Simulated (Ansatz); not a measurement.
(1) Predict a relaxed structure of Pd(PH3)2 (P₂PdH₆), charge 0, singlet, at PBE0-D4/def2-SVP (Ansatz).

## Answers

(1) 
```xyz
9

Pd    0.001   -0.024    0.005
P    -1.053   -0.439   -1.953
H    -0.456   -0.080   -3.194
H    -2.325    0.137   -2.231
H    -1.405   -1.763   -2.338
P     1.054    0.429    1.955
H     2.292   -0.191    2.285
H     0.425    0.176    3.206
H     1.467    1.755    2.265
```
The metal has 2 neighbours: P 2.26 Å, P 2.26 Å. This is one stationary point.

In the def2 sets Pd takes a core potential; there is no spin–orbit coupling.
